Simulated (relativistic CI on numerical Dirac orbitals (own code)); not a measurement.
**What each ingredient does to the levels of O⁷⁺**

Base calculation: Dirac-Coulomb-Breit CI, KLI orbitals optimised for each configuration, model QED (radiative potential, 1s self-energy scaled to tabulated hydrogen-like ionisation energies).

CI space: 1s, 2s, 2p, 3s, 3p, 3d, 4s, 4p, 4d, 4f, 5s, 5p, 5d, 5f, 5g, 6s, 6p, 6d. Levels of other configurations are missing.

The lowest level and the first level of each name with at least 55 % of one term (blank where a level has no safe partner in the second run):

| Level | Base (eV) | Shift (eV) |
| --- | --- | --- |
| 1s 2S_1/2 | 0.000 | 0.000 |
| 2p 2P°_1/2 | 653.494 | +0.068 |
| 2s 2S_1/2 | 653.503 | +0.059 |
| 2p 2P°_3/2 | 653.680 | +0.067 |
| 3p 2P°_1/2 | 774.579 | +0.068 |
| 3s 2S_1/2 | 774.582 | +0.065 |
| 3d 2D_3/2 | 774.634 | +0.068 |
| 3p 2P°_3/2 | 774.634 | +0.068 |
| 3d 2D_5/2 | 774.652 | +0.068 |
| 4p 2P°_1/2 | 816.951 | +0.068 |
| 4s 2S_1/2 | 816.952 | +0.067 |
| 4d 2D_3/2 | 816.974 | +0.068 |
| 4p 2P°_3/2 | 816.974 | +0.068 |
| 4f 2F°_5/2 | 816.982 | +0.068 |

**Question.** One thing was changed in a second run, which moved the levels as shown. Which?
A. non-relativistic limit
B. QED terms removed
C. configuration mixing switched off
D. Breit term removed

**Answer.** B. QED terms removed. QED shifts follow the density of s (and p1/2) electrons at the nucleus, so configurations move by their count of such electrons; where none moves, the smaller shifts of p3/2 electrons and of j = l + 1/2 against j = l − 1/2 set the pattern.
